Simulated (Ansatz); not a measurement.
Species: C4H2BrSe, net charge -1, singlet state. It need not be the lowest isomer of its formula. Whether it binds its extra electron was not tested at this geometry. 
Structure (B3LYP-D3(BJ)/def2-TZVP (Ansatz, an electronic-structure program) minimum search):
SMILES: c1c[c-][se]c1Br
```xyz
8

Br     1.8811    -0.8009     0.0550
C     -0.0026    -0.4080     0.0294
C     -0.9752    -1.3558     0.0993
C     -2.3110    -0.8299     0.0633
C     -2.5450     0.5315    -0.0346
Se    -0.7923     1.3041    -0.0930
H     -0.7458    -2.4139     0.1753
H     -3.1526    -1.5210     0.1144
```
Charge -1, spin multiplicity 1.

Basis-set convergence of Hartree-Fock and CCSD correlation energies (hartree) with Ansatz. Correlated levels leave the core frozen unless marked. Spin-orbit coupling is left out. The frozen core is the preceding noble-gas configuration, with the filled d and f shells of earlier blocks. Non-relativistic. This anion needs diffuse functions, which these sets lack.

The Hartree-Fock reference is unstable (checked in the largest basis), which strains HF and MP2. 

```
basis    functions        E(HF)  E(corr, CCSD)
-------  ---------  -----------  -------------
cc-pVDZ        120  -5124.76513       -0.79170
cc-pVTZ        234  -5124.96101       -0.97959
cc-pVQZ        416            ?              ?
```

Q: Fill in the missing entries.

A: 
- cc-pVQZ, E(HF): -5124.97888
- cc-pVQZ, E(corr, CCSD): -1.04230
